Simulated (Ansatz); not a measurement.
`N=C(N)CO` and `N=[C](N)[GaH2]` differ in one atom or group.

Ansatz, PBE0-D4/def2-TZVP geometries, multiplicity 1. Each molecule was computed in one conformer, which needn't be the lowest.

Scalar relativity is left out up to krypton.

```json
{"property": "size of the dipole moment (ωB97M-V/def2-TZVPP) / D", "`N=C(N)CO`": "2.23"}
{"property": "HOMO–LUMO gap (PBE/def2-TZVPP) / eV", "`N=C(N)CO`": "5.09"}
{"property": "HOMO energy (ωB97M-V/def2-TZVPP) / eV", "`N=C(N)CO`": "-9.16"}
{"property": "HOMO energy (B3LYP/def2-TZVPP) / eV", "`N=C(N)CO`": "-6.66"}
{"property": "HOMO–LUMO gap (B3LYP/def2-TZVPP) / eV", "`N=C(N)CO`": "6.75"}
{"property": "LUMO energy (PBE/def2-TZVPP) / eV", "`N=C(N)CO`": "-0.50"}
```

Task: Give the same properties after the change, and the shifts. (Estimate.)

Result: Ansatz gave: 
| property | `N=[C](N)[GaH2]` | shift |
| --- | --- | --- |
| size of the dipole moment (ωB97M-V/def2-TZVPP) / D | 2.44 | 0.21 |
| HOMO–LUMO gap (PBE/def2-TZVPP) / eV | 2.63 | -2.46 |
| HOMO energy (ωB97M-V/def2-TZVPP) / eV | -9.05 | 0.11 |
| HOMO energy (B3LYP/def2-TZVPP) / eV | -6.57 | 0.09 |
| HOMO–LUMO gap (B3LYP/def2-TZVPP) / eV | 4.27 | -2.48 |
| LUMO energy (PBE/def2-TZVPP) / eV | -2.81 | -2.31 |

With PBE0 the HOMO rises by 0.10 eV and the LUMO falls by 2.46 eV, so the gap narrows by about 2.56 eV. PBE moves the HOMO by 0.15 eV and ωB97M-V by 0.11 eV. The zero-point energy changes by -81.5 kJ/mol with -6 modes. Dipoles are sizes alone; their direction can turn.

Positive LUMOs are unbound, so they and the gaps depend on the basis.

B3LYP here is the variant with VWN-RPA as its local correlation; programs differ in this.
